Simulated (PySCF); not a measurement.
C₂H₉N₃Si, SMILES C/C=N/[SiH](N)N.

Geometry: PBE0-D3(BJ)/def2-SVP. The structure was generated by enumeration; whether it is a known compound was not checked. One conformer was computed; it need not be the lowest.

Two levels are set side by side: TDA-PBE/def2-SVPD (PySCF) and TDA-LC-ωPBE/def2-SVPD (PySCF). Vertical, same geometry. The lowest singlet is HOMO→LUMO 99 % with PBE and HOMO→LUMO 91 % with the other functional; states are paired by order. Differences are taken from unrounded values.

```
quantity                               TDA-LC-ωPBE
-------------------------------------  -----------
lowest singlet excitation (eV)                4.43
lowest triplet excitation (TDA) (eV)          3.76
first bright state (f over 0.05) (eV)         7.40
its oscillator strength                       0.09
```

What does TDA-PBE give, and how far is it from TDA-LC-ωPBE? (The exact figures need the calculation; the answer reports its results.)


| quantity | TDA-PBE | TDA-PBE minus TDA-LC-ωPBE |
|---|---|---|
| lowest singlet excitation (eV) | 4.11 | -0.32 |
| lowest triplet excitation (TDA) (eV) | 3.56 | -0.20 |
| first bright state (f over 0.05) (eV) | 5.85 | -1.56 |
| its oscillator strength | 0.07 | -0.02 |

Functionals without exact exchange tend to place singlet excitations lower, as here. Differences between two approximate levels are no errors against the true value.

Rough cost on one machine, each run with all the roots and properties that it gave: TDA-LC-ωPBE against TDA-PBE about 4 times.
